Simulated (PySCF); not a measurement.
C₄H₄BrCl, SMILES C(=C=CBr)CCl. Atoms are numbered in the order given.

```xyz
10

Cl    -3.7606    -0.8501     0.5918
C     -2.4264     0.1798    -0.0225
C     -1.2949    -0.6564    -0.5222
C     -0.0749    -0.5816    -0.0486
C      1.1354    -0.4969     0.4292
Br     2.4249     0.7036    -0.2559
H     -2.1095     0.8411     0.7934
H     -2.8518     0.7879    -0.8338
H     -1.5176    -1.3618    -1.3334
H      1.5008    -1.1109     1.2564
```

Geometry optimised at PBE0-D3(BJ)/def2-SVP. The structure was generated by enumeration; whether it is a known compound was not checked. The values are those of a single conformer.

Two levels are set side by side: PBE/pcSseg-1 (PySCF) and B3LYP/pcSseg-1 (PySCF). GIAO shifts against HCl (³⁵Cl), TMS (¹H), TMS (¹³C) at the same level; non-relativistic, no solvent, atoms listed together averaged. Without spin–orbit terms, shifts of atoms bonded to Cl or Br come out too high at both levels. Differences are taken from unrounded values.

```json
[
 {"quantity": "δ(³⁵Cl) of Cl1 (ppm)", "B3LYP": "128.8"},
 {"quantity": "δ(¹³C) of C2 (ppm)", "B3LYP": "52.1"},
 {"quantity": "δ(¹³C) of C3 (ppm)", "B3LYP": "106.3"},
 {"quantity": "δ(¹³C) of C4 (ppm)", "B3LYP": "223.2"},
 {"quantity": "δ(¹³C) of C5 (ppm)", "B3LYP": "99.0"},
 {"quantity": "δ(¹H) of H9 (ppm)", "B3LYP": "6.05"},
 {"quantity": "δ(¹H) of H10 (ppm)", "B3LYP": "6.43"}
]
```

Problem. What does PBE give, and how far is it from B3LYP? (Estimate from the structure and the level; the computed values follow.)

Solution. 
| quantity | PBE | PBE minus B3LYP |
|---|---|---|
| δ(³⁵Cl) of Cl1 (ppm) | 145.9 | 17.0 |
| δ(¹³C) of C2 (ppm) | 52.8 | 0.7 |
| δ(¹³C) of C3 (ppm) | 105.3 | -1.0 |
| δ(¹³C) of C4 (ppm) | 217.9 | -5.2 |
| δ(¹³C) of C5 (ppm) | 97.9 | -1.1 |
| δ(¹H) of H9 (ppm) | 6.11 | 0.06 |
| δ(¹H) of H10 (ppm) | 6.47 | 0.05 |

Rough cost on one machine, each run with all the roots and properties that it gave: B3LYP against PBE within a factor of 2.
